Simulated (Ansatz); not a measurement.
`N[SiH](Cl)[GeH2][F]` + NH₃ → `N[SiH](N)Cl` + `[F][GeH3]`  (cleavage of the Si–Ge bond)

Gas-phase electronic energies from Ansatz, PBE0-D4/def2-TZVP geometries. CCSD(T)/CBS is the MP2 limit (def2-TZVPP, def2-QZVPP) plus CCSD(T) − MP2 in def2-TZVPP, frozen cores. This one scheme is used for every species. DFT in def2-TZVPP. B3LYP here is the variant with VWN-RPA as its local correlation; programs differ in this. For Ge outer-core shells are correlated without core-valence functions, which leaves a few kJ/mol of doubt a bond. Scalar relativity is left out up to krypton. One conformer a species, not always the lowest.

`N[SiH](Cl)[GeH2][F]`:

Cartesian coordinates in Å:
```
N 0.062 -1.485 1.047
Si 0.828 -0.312 0.089
Cl 2.087 0.992 1.110
Ge -0.787 1.156 -0.869
F -1.862 0.210 -1.876
H -0.676 -1.249 1.691
H 0.536 -2.333 1.313
H 1.682 -1.015 -0.894
H -1.691 1.817 0.187
H -0.177 2.219 -1.797
```

NH₃:

Z-matrix (Å, degrees):
```
N
H 1 1.013
H 1 1.013 2 107.1
H 1 1.013 2 107.1 3 -114.5
```

`N[SiH](N)Cl`:

Cartesian coordinates in Å:
```
N 0.947 0.756 0.796
Si 0.198 -0.094 -0.470
N -1.207 -0.817 0.149
Cl -0.065 1.341 -1.943
H 1.547 1.542 0.612
H 1.153 0.305 1.672
H 0.948 -1.180 -1.142
H -1.641 -1.583 -0.340
H -1.879 -0.271 0.665
```

`[F][GeH3]`:

```xyz
5

F     0.529    1.125   -1.086
Ge   -0.029   -0.062    0.060
H     0.135    0.571    1.447
H    -1.496   -0.339   -0.289
H     0.862   -1.295   -0.131
```

```json
{"level": "PBE-D4", "ΔE (kJ/mol)": "-43.8", "difference from CCSD(T)/CBS": "17.5"}
{"level": "r2SCAN-D4", "ΔE (kJ/mol)": "-59.7", "difference from CCSD(T)/CBS": "1.6"}
{"level": "B3LYP-D4", "ΔE (kJ/mol)": "-57.6", "difference from CCSD(T)/CBS": "3.7"}
{"level": "ωB97X-V", "ΔE (kJ/mol)": "-62.5", "difference from CCSD(T)/CBS": "-1.2"}
{"level": "ωB97M-V", "ΔE (kJ/mol)": "-65.0", "difference from CCSD(T)/CBS": "-3.7"}
{"level": "r2SCAN", "ΔE (kJ/mol)": "-60.4", "difference from CCSD(T)/CBS": "0.9"}
{"level": "PBE0", "ΔE (kJ/mol)": "-54.1", "difference from CCSD(T)/CBS": "7.2"}
{"level": "B3LYP", "ΔE (kJ/mol)": "-61.0", "difference from CCSD(T)/CBS": "0.3"}
{"level": "HF/def2-TZVPP", "ΔE (kJ/mol)": "-81.6", "difference from CCSD(T)/CBS": "-20.3"}
{"level": "MP2/def2-TZVPP", "ΔE (kJ/mol)": "-68.0", "difference from CCSD(T)/CBS": "-6.7"}
{"level": "CCSD/def2-TZVPP", "ΔE (kJ/mol)": "-65.9", "difference from CCSD(T)/CBS": "-4.6"}
{"level": "CCSD(T)/def2-TZVPP", "ΔE (kJ/mol)": "-63.3", "difference from CCSD(T)/CBS": "-2.0"}
{"level": "HF/def2-QZVPP", "ΔE (kJ/mol)": "-83.1", "difference from CCSD(T)/CBS": "-21.8"}
{"level": "HF/CBS(def2)", "ΔE (kJ/mol)": "-83.4", "difference from CCSD(T)/CBS": "-22.1"}
{"level": "MP2/CBS(def2)", "ΔE (kJ/mol)": "-66.0", "difference from CCSD(T)/CBS": "-4.7"}
{"level": "CCSD/CBS(def2)", "ΔE (kJ/mol)": "-63.9", "difference from CCSD(T)/CBS": "-2.6"}
{"level": "CCSD(T)/CBS", "ΔE (kJ/mol)": "-61.3", "difference from CCSD(T)/CBS": "0"}
```

Largest T1 diagnostic among the species: 0.012.

In def2-TZVPP, CCSD(T) changes the Hartree–Fock value by +18.3 kJ/mol (the triples alone add +2.6 kJ/mol) and MP2 by +13.6 kJ/mol. From PBE to PBE0 (25 % exact exchange), in def2-TZVPP and without D4, ΔE moves by −8.2 kJ/mol. The D4 term adds +3.4 kJ/mol with B3LYP and +2.2 kJ/mol with PBE0; it sums over pairs of atoms, weighted by their polarisabilities, and B3LYP, whose exchange is more repulsive, gets the larger term.
